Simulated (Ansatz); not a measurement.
Relaxation of BCl$_{2}$FH$_{3}$N (8 atoms, charge 0, multiplicity 1), to a largest force component of 0.03 eV/Å in at most 50 steps.

Level of theory: RHF/def2-SVP (Ansatz 0.2.0).

```xyz
8
Properties=species:S:1:pos:R:3
B 0.030 -0.194 -0.162
F -0.028 -0.517 1.122
N 1.255 -0.098 -0.797
H 2.111 -0.243 -0.302
H 1.346 0.165 -1.756
Cl -1.503 -0.006 -1.036
Cl -0.034 2.543 1.229
H -0.254 1.439 1.918
```

Question: Where does it end, and by what steps?

Answer: The forces met the threshold. After 8 steps the energy has fallen by 0.156 eV; Cl7 moved furthest, 0.66 Å.

```json
{"step": "0", "energy less start (eV)": "0.0000", "largest force component (eV/Å)": "1.362", "accepted": "yes"}
{"step": "1", "energy less start (eV)": "-0.0928", "largest force component (eV/Å)": "0.772", "accepted": "yes"}
{"step": "2", "energy less start (eV)": "-0.1075", "largest force component (eV/Å)": "0.756", "accepted": "yes"}
{"step": "3", "energy less start (eV)": "-0.1388", "largest force component (eV/Å)": "0.439", "accepted": "yes"}
{"step": "4", "energy less start (eV)": "-0.1442", "largest force component (eV/Å)": "0.334", "accepted": "yes"}
{"step": "5", "energy less start (eV)": "-0.1511", "largest force component (eV/Å)": "0.377", "accepted": "yes"}
{"step": "6", "energy less start (eV)": "-0.1535", "largest force component (eV/Å)": "0.214", "accepted": "yes"}
{"step": "7", "energy less start (eV)": "-0.1556", "largest force component (eV/Å)": "0.098", "accepted": "yes"}
{"step": "8", "energy less start (eV)": "-0.1562", "largest force component (eV/Å)": "0.025", "accepted": "yes"}
```

```xyz
8
Properties=species:S:1:pos:R:3
B 0.036 -0.290 -0.293
F -0.055 -0.397 1.025
N 1.274 -0.212 -0.906
H 2.123 -0.209 -0.379
H 1.384 -0.106 -1.892
Cl -1.473 -0.260 -1.223
Cl -0.062 2.890 1.793
H -0.304 1.675 2.092
```

Whether the end is a true minimum wasn't checked by a vibrational analysis.

The run took 12 s on 1 thread of Intel(R) Xeon(R) 6975P-C (Granite Rapids), on a shared host, peak memory 0.2 GiB.
